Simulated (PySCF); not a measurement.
C₄H₄OSe, SMILES C1(=C)C(C[Se]1)=O.

Geometry optimised at B3LYP-D3(BJ)/def2-SVP. The structure was generated by enumeration, and PubChem lists no compound with its InChIKey, so it may never have been made.

The numbers are results of TDDFT-B3LYP/def2-SVPD in PySCF, not measurements.

Vertical excitations. The molecule is in vacuum. State labels are in the subgroup Cs.

```tsv
state	symmetry	energy (eV)	λ (nm)	f	main pairs
S1	A'	3.47	357	0.052	HOMO→LUMO 97 %
S2	A"	3.81	326	0.000	HOMO−1→LUMO 98 %
S3	A"	3.99	311	0.000	HOMO→LUMO+1 99 %
S4	A"	5.38	231	0.012	HOMO→LUMO+2 97 %
S5	A'	5.62	221	0.035	HOMO−1→LUMO+1 72 %, HOMO−2→LUMO 23 %
S6	A"	5.67	219	0.000	HOMO−3→LUMO 96 %
S7	A"	5.91	210	0.010	HOMO→LUMO+3 97 %
S8	A'	6.13	202	0.112	HOMO−2→LUMO 61 %, HOMO−1→LUMO+1 24 %
S9	A"	6.44	193	0.005	HOMO→LUMO+4 85 %
S10	A"	6.50	191	0.004	HOMO−4→LUMO 80 %
T1	A'	2.51	494	0	HOMO→LUMO 94 %
T2	A"	3.36	369	0	HOMO−1→LUMO 97 %
T3	A"	3.59	345	0	HOMO→LUMO+1 97 %
T4	A'	4.56	272	0	HOMO−2→LUMO 90 %
```
Triplets are in the Tamm–Dancoff approximation, which puts them higher than full response would, so one can lie above its singlet here.
